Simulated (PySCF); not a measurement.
# UHF on P (phosphorus, neutral)

Configuration: [Ne] 3s2 3p3, high-spin 4S determinant. Calculation: PySCF 2.14, in cc-pVTZ-DK (5s4p2d1f, 34 functions); the spin-free X2C one-electron Hamiltonian (Gaussian nucleus).

```json
{
  "Total energy": "-341.531373 hartree",
  "One-electron energy": "-472.6356 hartree",
  "Hartree (Coulomb) energy": "153.8351 hartree",
  "Exchange energy": "-22.7310 hartree",
  "⟨S²⟩": "3.7503",
  "⟨L²⟩": "0.000",
  "Sum of ⟨r⟩": "14.94 bohr",
  "Sum of ⟨r²⟩": "30.08 bohr²",
  "Langevin diamagnetic susceptibility": "-23.8 ×10⁻⁶ cm³/mol",
  "Time after the integrals": "0.06 s of wall time on 1 thread of Neoverse-V2 (shared host)"
}
```

```
shell  electrons  mean orbital energy (eV)  rms radius, mean of both spins (bohr)
 1s α          1                   -2182.3                                  0.120
 1s β          1                   -2181.8                                  0.120
 2s α          1                   -205.64                                  0.560
 2s β          1                   -205.04                                  0.560
 2p α          3                   -147.44                                  0.540
 2p β          3                   -146.35                                  0.540
 3s α          1                   -22.809                                   2.08
 3s β          1                   -15.210                                   2.08
 3p α          3                   -10.636                                   2.52
```

Densities and radii are taken from the X2C orbitals without a picture-change correction, which distorts them close to the nucleus.
